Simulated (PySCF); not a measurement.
Isomers of C3H4S. All species are isolated molecules in the gas phase. One relaxed conformer stands for each flexible species; it need not be the lowest. Strings in code marks are SMILES.

Quantity: electronic energy of isomers of C3H4S relative to `C=CC=S` (C–C–C–S torsion 180°), in eV.

Case: `C#CSC`. Geometry of `C#CSC` (neutral, multiplicity 1, Å):

```xyz
8

C      2.2504     0.1337     0.2061
C      1.2052     0.3480    -0.3553
S     -0.2111     0.6813    -1.1829
C     -1.4150    -0.1589    -0.1293
H      3.1734    -0.0549     0.7007
H     -1.4117     0.2719     0.8705
H     -2.3867     0.0052    -0.5963
H     -1.2045    -1.2263    -0.0873
```

Estimate the electronic energy of isomers of C3H4S relative to `C=CC=S` (C–C–C–S torsion 180°) that B3LYP-D3(BJ)/def2-TZVP // PBE0-D3(BJ)/def2-TZVP (PySCF) returns for this input.

0.91 eV.
